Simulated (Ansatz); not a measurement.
`[SiH3]C#C[SiH2]Cl` and `FC#C[SiH3]` differ in one atom or group.

Ansatz, PBE0-D4/def2-TZVP geometries, multiplicity 1. 

```
                                          property  `[SiH3]C#C[SiH2]Cl`
              HOMO–LUMO gap (PBE0/def2-TZVPP) / eV                 7.19
             HOMO–LUMO gap (B3LYP/def2-TZVPP) / eV                 6.79
                 HOMO energy (PBE/def2-TZVPP) / eV                -7.21
                HOMO energy (PBE0/def2-TZVPP) / eV                -8.41
size of the dipole moment (ωB97M-V/def2-TZVPP) / D                 1.36
    size of the dipole moment (PBE/def2-TZVPP) / D                 1.32
```

(1) Give the same properties after the change, and the shifts. (Best estimate.)

## Answers

(1) The calculation gave: 
```
                                          property  `FC#C[SiH3]`  shift
              HOMO–LUMO gap (PBE0/def2-TZVPP) / eV          8.49   1.30
             HOMO–LUMO gap (B3LYP/def2-TZVPP) / eV          8.04   1.25
                 HOMO energy (PBE/def2-TZVPP) / eV         -6.92   0.29
                HOMO energy (PBE0/def2-TZVPP) / eV         -8.21   0.20
size of the dipole moment (ωB97M-V/def2-TZVPP) / D          0.03  -1.33
    size of the dipole moment (PBE/def2-TZVPP) / D          0.18  -1.14
```

With PBE0 the HOMO rises by 0.20 eV and the LUMO rises by 1.50 eV, so the gap widens by about 1.30 eV. PBE moves the HOMO by 0.29 eV and ωB97M-V by 0.15 eV. Dipoles are sizes alone; their direction can turn.

B3LYP here is the variant with VWN-RPA as its local correlation; programs differ in this.
